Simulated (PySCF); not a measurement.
## Radial density of Ru³⁺ (ruthenium, charge +3)

BHandHLYP, [Kr] 4d5, high-spin 6S determinant. Computed with PySCF 2.14 in aug-cc-pVDZ-PP with ECP28MDF (5s5p4d2f, 54 functions), with a scalar-relativistic core potential. This is the valence pseudo-density: the core potential removes the inner electrons and smooths the orbitals near the nucleus.

```
r (bohr)  4πr²ρ (e/bohr)  4πr²(ρα − ρβ)
  0.0359       2.574e-05         0.0000
  0.0603       6.637e-05         0.0000
   0.102       0.0002760         0.0000
   0.171        0.002887         0.0009
   0.287         0.05924         0.0209
   0.483           1.573         0.3828
   0.812           11.55         2.7821
    1.37           8.929         3.7166
    2.30           1.111         0.8726
    3.87         0.02492         0.0244
    6.50       1.072e-05         0.0000
    10.9       1.334e-05         0.0000
```

Energies and moments cover only the electrons outside the core potential.
